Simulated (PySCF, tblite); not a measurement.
Isomers of C3H9O2Si2 (doublet state), one GFN2-xTB conformer each. Single-point energies are computed at B3LYP/pcH-1 (PySCF, gas phase, no added dispersion term), electronic only. GFN2-xTB treats the open shell by occupation alone, and not every SCF solution was tested for stability.

**Question.** Rank them by B3LYP/pcH-1 energy, lowest first (kJ/mol).
A. `[SiH2:1][CH2:2][C@H:3]1[CH2:4][O:5][SiH2:6][O:7]1` (doublet state) with H–Si1–C2–C3 -45° and -172°, Si1–C2–C3–C4 -160°, C2–C3–C4–O5 95°, C3–C4–O5–Si6 19°, C4–O5–Si6–O7 -7°, O5–Si6–O7–C3 -9°
B. `[SiH3:1][CH2:2][C@H:3]1[CH:4][O:5][SiH2:6][O:7]1` (doublet state) with Si1–C2–C3–C4 -158°
C. `[SiH3:1][CH2:2][C@H:3]1[CH2:4][O:5][SiH:6][O:7]1` (doublet state) with Si1–C2–C3–C4 -159°, C2–C3–C4–O5 98°, C3–C4–O5–Si6 13°, C4–O5–Si6–O7 0°, O5–Si6–O7–C3 -14°

**Answer.** C (0.0), A (2.1), B (20.2).

Neighbours under 21 kJ/mol apart ([SiH3]C[C@H]1CO[SiH]O1 and [SiH2]C[C@H]1CO[SiH2]O1; [SiH2]C[C@H]1CO[SiH2]O1 and [SiH3]C[C@H]1[CH]O[SiH2]O1) can change places with a better method, another conformer or zero-point energy. GFN2-xTB itself gives, in the same order: 13.9, 0.0, 20.8. GFN2-xTB puts [SiH2]C[C@H]1CO[SiH2]O1 lowest instead; measured from each level's own lowest isomer, the values differ by up to 13.9 kJ/mol ([SiH3]C[C@H]1CO[SiH]O1: 13.9 against 0.0).

**Question.** What happens when harmonic zero-point energies from GFN2-xTB frequencies are added?

**Answer.** 
```tsv
SMILES	ZPE (kJ/mol)	electronic (kJ/mol)	with ZPE (kJ/mol)
[SiH3]C[C@H]1CO[SiH]O1	297.3	0.0	0.0
[SiH2]C[C@H]1CO[SiH2]O1	297.1	2.1	2.0
[SiH3]C[C@H]1[CH]O[SiH2]O1	283.8	20.2	6.8
```

The zero-point energies span 13.5 kJ/mol. The order is unchanged.
